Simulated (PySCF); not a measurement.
diphosphane (H4P2), SMILES PP.

Geometry optimised at B3LYP-D3(BJ)/def2-TZVP.

Level of theory: ωB97X/def2-TZVPD (PySCF).

Symmetry labels are those of the subgroup C2h that the program uses (full group C2h).

Task: List the valence orbital energies around the gap with their symmetry. (Estimate from the structure and the level; the computed values follow.)

Result: 
```json
[
 {"orbital": "HOMO−7", "symmetry": "Bu", "energy (eV)": "-130.75"},
 {"orbital": "HOMO−6", "symmetry": "Ag", "energy (eV)": "-22.14"},
 {"orbital": "HOMO−5", "symmetry": "Bu", "energy (eV)": "-19.33"},
 {"orbital": "HOMO−4", "symmetry": "Au", "energy (eV)": "-14.11"},
 {"orbital": "HOMO−3", "symmetry": "Bg", "energy (eV)": "-12.73"},
 {"orbital": "HOMO−2", "symmetry": "Ag", "energy (eV)": "-11.93"},
 {"orbital": "HOMO−1", "symmetry": "Bu", "energy (eV)": "-11.71"},
 {"orbital": "HOMO", "symmetry": "Ag", "energy (eV)": "-9.14"},
 {"orbital": "LUMO", "symmetry": "Bu", "energy (eV)": "1.48"},
 {"orbital": "LUMO+1", "symmetry": "Ag", "energy (eV)": "1.67"},
 {"orbital": "LUMO+2", "symmetry": "Bg", "energy (eV)": "2.30"},
 {"orbital": "LUMO+3", "symmetry": "Au", "energy (eV)": "2.77"}
]
```
